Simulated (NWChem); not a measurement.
System meant: BH₂SeCl; SMILES ClB[SeH]

Here is an NWChem input.

```
start job
memory heap 200 mb stack 900 mb global 1100 mb
geometry units angstroms noautoz
  B      0.750950     0.604115     0.000000
  Cl    -0.175508     2.086357     0.000000
  H      1.952147     0.658238     0.000000
  Se    -0.032341    -1.142605     0.000000
  H     -1.434933    -0.696869     0.000000
end
basis spherical
  * library def2-svp
end
dft
  xc xpbe96 cpbe96
  iterations 4
  mulliken
end
task dft energy
```

End of the output:

```
    Atom       Charge   Shell Charges
 -----------   ------   -------------------------------------------------------
    1 B    5     5.44   1.97  0.60  0.31  1.43  0.94  0.20
    2 Cl  17    16.78   2.00  1.95  1.02  0.73  5.82  2.25  2.98  0.03
    3 H    1     1.03   0.64  0.35  0.04
    4 Se  34    33.76   2.00  2.00  1.95  1.05  0.58  5.99  5.80  2.06  2.24  7.82  2.04  0.23
    5 H    1     1.00   0.60  0.33  0.06

 center of mass
 --------------
 x =  -0.00619435 y =  -0.14483619 z =   0.00000000

 moments of inertia (a.u.)
 ------------------
         926.091817513064          -0.000000000000           0.000000000000
          -0.000000000000          47.340814740862           0.000000000000
           0.000000000000           0.000000000000         973.432632253926

     Multipole analysis of the density
     ---------------------------------

     L   x y z        total         alpha         beta         nuclear
     -   - - -        -----         -----         ----         -------
     0   0 0 0     -0.000000    -29.000000    -29.000000     58.000000

     1   1 0 0     -0.228203     -0.114101     -0.114101      0.000000
     1   0 1 0     -0.112305     -0.056153     -0.056153     -0.000000
     1   0 0 1     -0.000000     -0.000000     -0.000000      0.000000

     2   2 0 0    -26.456484    -29.747586    -29.747586     33.038687
     2   1 1 0      0.121563     -1.296904     -1.296904      2.715372
     2   1 0 1     -0.000000     -0.000000     -0.000000      0.000000
     2   0 2 0    -28.462642   -230.503775   -230.503775    432.544907
     2   0 1 1     -0.000000     -0.000000     -0.000000      0.000000
     2   0 0 2    -28.401101    -14.200551    -14.200551      0.000000

 ------------------------------------------------------------------------
 dft energy failed                                                                                  0
 ------------------------------------------------------------------------
 ------------------------------------------------------------------------
  current input line :
    18: task dft energy
 ------------------------------------------------------------------------
 ------------------------------------------------------------------------
 This type of error is most commonly associated with calculations not reaching convergence criteria
 ------------------------------------------------------------------------
 For more information see the NWChem manual at https://nwchemgit.github.io

0:dft energy failed:Received an Error in Communication
```

**Question.** Can this run be used? If not, why, and what is the fix?

**Answer.** The run did not converge; its last values are not results. Cause: the SCF was allowed too few iterations. This input runs:
```
start job
memory heap 200 mb stack 900 mb global 1100 mb
geometry units angstroms noautoz
  B      0.750950     0.604115     0.000000
  Cl    -0.175508     2.086357     0.000000
  H      1.952147     0.658238     0.000000
  Se    -0.032341    -1.142605     0.000000
  H     -1.434933    -0.696869     0.000000
end
basis spherical
  B library def2-svp
  Cl library def2-svp
  H library def2-svp
  Se library def2-svp
end
dft
  xc xpbe96 cpbe96
  iterations 150
  mulliken
end
task dft energy
```
It converges to -2886.81079 Ha (PBE/def2-SVP).
